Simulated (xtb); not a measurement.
C₂H₄I, SMILES C[CH]I (connectivity only; charge and spin as stated), charge +1, multiplicity 1. All values are semi-empirical tight-binding results from xtb (GFN2-xTB unless named), good for trends rather than for accurate numbers. Geometry optimised at GFN2-xTB. The multiplicity is an assumed one; other spin states were not compared. The isomer is the one that the SMILES or the coordinates give; other isomers of the formula were not compared.

**Question.** Estimate the properties. (An estimate is asked for; the answer gives what the named calculation found.)

**Answer.** 
The point group as xtb finds it is Cs, the orbital gap is 1.82 eV and the zero-point energy is 31.1 kcal/mol. The G − E(el) at 298.15 K (modified RRHO) is 13.4 kcal/mol and the static polarisability (D4 model) is 54.3 bohr³. The solvation energy, GFN2-xTB/ALPB(water) comes out as -59.2 kcal/mol. The solvation energy, GFN2-xTB/ALPB(acetonitrile) is -56.3 kcal/mol.
